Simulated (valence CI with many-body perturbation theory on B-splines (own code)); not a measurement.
Energy levels of Tm XXXIX

Calculated by relativistic CI+MBPT: three valence electrons over a frozen Dirac-Fock core [Ar] 3d10, radial functions for each j: 11 s, 11 p, 9 d, 7 f, 5 g, 2 h, 1 i, with the one-electron correlation potential Σ1 (screened to all orders), the two-electron term Σ2, the three-electron term Σ3, Breit, model QED; selected single and double excitations, second order for the rest (own B-spline code, finite nucleus).

The last digits are not significant, and no measured levels were compared; by estimate large intervals hold to a few tenths of a per cent, small ones and those within an open d or f shell to about a per cent.

Levels 46 to 66 of 66, with energies above the lowest level, (4s^2 4p1/2) J=1/2. "Leading %" is the weight of the configuration and term that name the level; weights of strongly mixed levels are sums over their largest components and can fall short. In the jj column 3d3/2^4 stands for four electrons in 3d with j = 3/2. Lifetimes count E1, E2, E3, M1 and M2 decay at the calculated energies, and are blank where another channel may lead or the interval is too uncertain; long ones can be off by a factor of two.

| No. | Configuration | Term | J | E (eV) | Leading % | Leading jj | g | Lifetime |
| --- | --- | --- | --- | --- | --- | --- | --- | --- |
| 46 | 4p2 4d | 2G | 7/2 | 435.59 | 41 | 4p1/2 4p3/2 4d3/2 (78 %) | 1.021 | 13.6 ps |
| 47 | 4p2 4d | 4F | 3/2 | 437.09 | 38 | 4p1/2 4p3/2 4d3/2 (96 %) | 0.930 | 3.13 ps |
| 48 | 4p2 4d | 4D | 1/2 | 437.77 | 82 | 4p1/2 4p3/2 4d3/2 (99 %) | 0.152 | 3.11 ps |
| 49 | 4p2 4d | 2F | 5/2 | 446.06 | 22 | 4s 4p1/2 4f5/2 (54 %) | 0.977 | 2.00 ps |
| 50 | 4p2 4d | 4F | 7/2 | 446.15 | 27 | 4p1/2 4p3/2 4d5/2 (58 %) | 1.284 | 28.4 ps |
| 51 | 4s 4p 4f | 4G | 5/2 | 449.97 | 54 | 4s 4p1/2 4f5/2 (66 %) | 0.818 | 1.98 ps |
| 52 | 4p2 4d | 2D | 3/2 | 450.97 | 40 | 4p1/2 4p3/2 4d3/2 (78 %) | 1.075 | 1.16 ps |
| 53 | 4p2 4d | 2G | 9/2 | 451.44 | 40 | 4p1/2 4p3/2 4d5/2 (68 %) | 1.200 | 24.1 ps |
| 54 | 4s 4p 4f | 4G | 7/2 | 453.27 | 49 | 4s 4p1/2 4f7/2 (50 %) | 1.056 | 3.40 ps |
| 55 | 4p2 4d | 4P | 1/2 | 453.80 | 39 | 4p1/2 4p3/2 4d3/2 (94 %) | 1.820 | 1.01 ps |
| 56 | 4p2 4d | 2F | 7/2 | 454.54 | 31 | 4p1/2 4p3/2 4d5/2 (44 %) | 1.111 | 2.59 ps |
| 57 | 4p2 4d | 4P | 5/2 | 455.27 | 18 | 4p1/2 4p3/2 4d5/2 (48 %) | 1.144 | 3.18 ps |
| 58 | 4s 4p 4f | 4F | 3/2 | 456.00 | 50 | 4s 4p1/2 4f5/2 (83 %) | 0.673 | 2.50 ps |
| 59 | 4p2 4d | 2P | 3/2 | 457.20 | 46 | 4p1/2 4p3/2 4d5/2 (82 %) | 1.400 | 1.94 ps |
| 60 | 4s 4p 4f | 4D | 5/2 | 457.58 | 22 | 4s 4p1/2 4f5/2 (51 %) | 1.153 | 1.92 ps |
| 61 | 4p2 4d | 2D | 5/2 | 458.78 | 54 | 4p1/2 4p3/2 4d5/2 (80 %) | 1.215 | 2.07 ps |
| 62 | 4s 4p 4f | 4G | 9/2 | 459.24 | 26 | 4s 4p1/2 4f7/2 (64 %) | 1.190 | 3.35 ps |
| 63 | 4s 4p 4f | 4D | 7/2 | 459.83 | 38 | 4s 4p1/2 4f7/2 (69 %) | 1.281 | 2.15 ps |
| 64 | 4p2 4d | 2D | 3/2 | 469.77 | 65 | 4p1/2 4p3/2 4d5/2 (90 %) | 0.895 | 2.10 ps |
| 65 | 4p2 4d | 2P | 1/2 | 470.57 | 61 | 4p1/2 4p3/2 4d5/2 (93 %) | 1.102 | 1.89 ps |
| 66 | 4p2 4d | 2G | 7/2 | 473.24 | 28 | 4p1/2 4p3/2 4d5/2 (42 %) | 0.999 | 1.91 ps |

Where two levels of one J and parity lie close, their mixing, g and order are uncertain.
